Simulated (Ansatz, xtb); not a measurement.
**F2HSi2−: where a starting geometry ends**

The starting geometry of this gas-phase singlet has its atoms placed at random.

```xyz
5

F     0.7003   -0.4889   -1.7000
F    -0.1479    1.2281    0.8718
Si   -0.4472    0.0746   -0.1262
Si    1.5628    0.1267   -0.4212
H     1.2562   -1.4992    0.5168
```

Guess where an optimisation with r2SCAN-D4/def2-SVPD ends from this start.

It ends as a structure given below by its coordinates. Distances that change by over a tenth: F1–Si3 (2.03 → 3.45 Å), F2–Si3 (1.55 → 1.74 Å), Si3–Si4 (2.03 → 2.24 Å). Contacts that close: Si4–H5 (1.90 → 1.52 Å).

The energy falls by 4.21 eV over 15 steps:

```csv
step,E − E(last) (eV)
1,4.212
3,0.986
4,0.619
6,0.325
7,0.223
9,0.114
10,0.064
12,0.006
13,0.004
15,0.000
```

Final geometry (Å):

```yaml
atoms:
  - { symbol: F, position_ang: [1.2960, -1.0489, -2.0678] }
  - { symbol: F, position_ang: [-0.5178, 1.1712, 1.5479] }
  - { symbol: Si, position_ang: [-0.6609, 1.0658, -0.1788] }
  - { symbol: Si, position_ang: [0.9231, -0.4778, -0.5135] }
  - { symbol: H, position_ang: [1.8838, -1.2691, 0.3534] }
```

From the same start GFN2-xTB ends elsewhere, in pieces: F2Si2 + H.

From so rough a start the end depends on the optimiser's path, so another program may land elsewhere. No frequencies were run, so the end isn't proven a minimum. Run with Ansatz 0.2.0, 100 s on 1 thread of AMD EPYC (Zen 3) (shared host).
